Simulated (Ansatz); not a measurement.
`[CH3][In]([F])[I]` and `[CH3][In]([F])[O][SiH3]` differ in one atom or group.

Ansatz, PBE0-D4/def2-TZVP geometries, multiplicity 1. Each molecule was computed in one conformer, which needn't be the lowest.

Elements past krypton have def2 core potentials.  Spin–orbit coupling is left out; it splits and shifts lone-pair levels of the heavy atoms by tenths of an eV.

| property | `[CH3][In]([F])[I]` |
| --- | --- |
| HOMO–LUMO gap (PBE/def2-TZVPP) / eV | 3.95 |
| HOMO–LUMO gap (PBE0/def2-TZVPP) / eV | 5.93 |
| HOMO energy (ωB97M-V/def2-TZVPP) / eV | -9.84 |
| HOMO–LUMO gap (ωB97M-V/def2-TZVPP) / eV | 9.86 |
| LUMO energy (PBE/def2-TZVPP) / eV | -2.62 |
| LUMO energy (PBE0/def2-TZVPP) / eV | -1.78 |

Task: What does the change do to each property? (Best estimate.)

Result: Ansatz gave: 
| property | `[CH3][In]([F])[O][SiH3]` | shift |
| --- | --- | --- |
| HOMO–LUMO gap (PBE/def2-TZVPP) / eV | 4.47 | 0.52 |
| HOMO–LUMO gap (PBE0/def2-TZVPP) / eV | 6.78 | 0.85 |
| HOMO energy (ωB97M-V/def2-TZVPP) / eV | -10.63 | -0.79 |
| HOMO–LUMO gap (ωB97M-V/def2-TZVPP) / eV | 10.84 | 0.98 |
| LUMO energy (PBE/def2-TZVPP) / eV | -2.47 | 0.15 |
| LUMO energy (PBE0/def2-TZVPP) / eV | -1.56 | 0.22 |

With PBE0 the HOMO falls by 0.63 eV and the LUMO rises by 0.22 eV, so the gap widens by about 0.85 eV. PBE moves the HOMO by -0.38 eV and ωB97M-V by -0.79 eV.
